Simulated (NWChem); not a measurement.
System: CH$_{4}$O$_{3}$W; SMILES [CH3][W](=[O])(=[O])[OH]

```xyz
9

W      0.0522     0.0358     0.0000
O      1.0314    -0.1833     1.3773
O      1.0288    -0.1844    -1.3791
O     -0.9288     1.6337     0.0001
H     -0.8223     2.5885     0.0014
C     -1.2636    -1.6090     0.0014
H     -1.8977    -1.5783     0.9031
H     -0.7061    -2.5584    -0.0029
H     -1.9034    -1.5738    -0.8961
```
Atoms are numbered in this order, from 1.

Computed with NWChem. The geometry was optimised at PBE0/def2-SVP. Not confirmed as a minimum by frequencies. def2 effective core potentials on W; no spin-orbit coupling. Level PBE/def2-SVP: energy and gradient on several grids; changes count from the extra-fine grid, which is no exact limit either.

**Question.** Which is the coarsest grid (fine; xfine; xcoarse; coarse; medium) from which on the energy stays within 50 μHa and each gradient component within 100 μHa/bohr of xfine?

**Answer.** medium.
| grid | size of the energy change (μHa) | largest change of a gradient component (μHa/bohr) | time, medium = 1 (rough) |
|---|---|---|---|
| xcoarse | 2000 | 7000 | about 1 |
| coarse | 30 | 400 | about 1 |
| medium | < 10 | 40 | about 1 |
| fine | < 10 | < 30 | about 1 |
| xfine | < 10 | < 30 | 2 |
